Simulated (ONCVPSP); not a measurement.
**Before and after: ONCV potential for tin (Sn)**

- Element: Sn (Z = 50)
- Generator: ONCVPSP 4.0.1
- Type: optimised norm-conserving Vanderbilt (ONCV)
- Functional: PBEsol
- Relativity: scalar-relativistic
- Frozen core: [Kr]
- Valence charge: 14
- Reference configuration: 4d10 5s2 5p2
- Partial waves: 5s: rc 2.15 bohr, ncon 4, nbas 7, qcut 2.7 1/bohr, 2 projectors, debl 0.5 Ha; 5p: rc 1.90 bohr, ncon 4, nbas 7, qcut 3.9 1/bohr, 3 projectors, debl 1.3 Ha; 4d: rc 1.30 bohr, ncon 4, nbas 8, qcut 11.3 1/bohr, 2 projectors, debl 1.7 Ha
- Local potential: polynomial inside 0.90 bohr (lpopt 4, dvloc0 -1 Ha)
- Core correction: none

Change: p: rc 2.54.

Cutoffs: the cutoffs (Ha) at which the residual kinetic energy of the hardest occupied pseudo-wave falls to 1 and 0.1 mHa per electron; they do not see the model core or the augmentation charge, which bear on the density cutoff. Errors are all-electron minus pseudo energies relative to the spin-unpolarised reference configuration.

Q: Predict the effect on cutoff, ghosts and configuration errors.

A: The potential gets neither clearly harder nor softer (44 Ha and 52 Ha → 44 Ha and 52 Ha); the bound ghosts move from p, s to s; the lowest positive-energy flag moves from none to p at 14.8 eV; of the 4 tests that both files solve, the error grows in 0 and shrinks in 1 by more than 15 % and 0.3 meV (median size 7.0 → 7.2 meV).

| quantity | base | changed |
| --- | --- | --- |
| cutoff, loose | 44 Ha | 44 Ha |
| cutoff, tight | 52 Ha | 52 Ha |
| loose cutoff by channel | s 19 Ha, p 6.1 Ha, d 44 Ha | s 19 Ha, p 5.1 Ha, d 44 Ha |
| bound ghosts | s, p | s |
| GHOST(+) flags under 300 eV | none | p at 14.8 eV |
| error for 4d10 5s2 5p1, meV [ΔE 6.90 eV] | -2.6 | -2.8 |
| error for 4d10 5s2 5p0, meV [ΔE 20.87 eV] | -10 | -11 |
| error for 4d10 5s1 5p0, meV [ΔE 51.89 eV] | -13 | -13 |
| error for 4d10 5s1 5p2, meV [ΔE 14.59 eV] | -3.6 | -3.0 |
| s: phases at 2.18 bohr within 0.05 rad from the reference energy up to (Ha; the scan ends near 5) | 2.8 | 2.8 |
| d: phases at 1.32 bohr within 0.05 rad from the reference energy up to (Ha; the scan ends near 5) | to the end of the scan | to the end of the scan |

 A true bound ghost makes a file unfit for plane-wave use even where its test errors are small: the radial tests pick states by their node count and pass the ghost by.
